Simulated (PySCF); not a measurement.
# A thermochemical cycle for CsO

r²SCAN in PySCF with def2-SVP on every atom (core potentials on Cs), for the lowest determinant that a PBE0 search found; no spin–orbit coupling. CsO, a doublet (π ↑), has De = 2.76 eV to neutral atoms, and CsO⁺, a triplet (π ↑↑), has De = 0.22 eV to Cs⁺ + O.

The adiabatic ionisation energy of CsO, between the minima, is 6.32 eV.

Q: Which ionisation energy of the Cs atom does this level give?

A: IE(Cs) = IE(molecule) + De(ion) − De(neutral) = 6.32 + 0.22 − 2.76 = 3.78 eV; the measured value is 3.894 eV (NIST ASD).

Weak bonds: CsO⁺. Basis-set superposition, not corrected here, can be much of De in a small basis, most of all at correlated wavefunction levels. Spin–orbit coupling is left out, which matters for elements this heavy, above all for dissociation energies. For an ion De counts to the pair picked by the measured ionisation energies or electron affinities, which need not be the lowest pair at this level. States were picked by a PBE0 search and need not be the measured ground states.
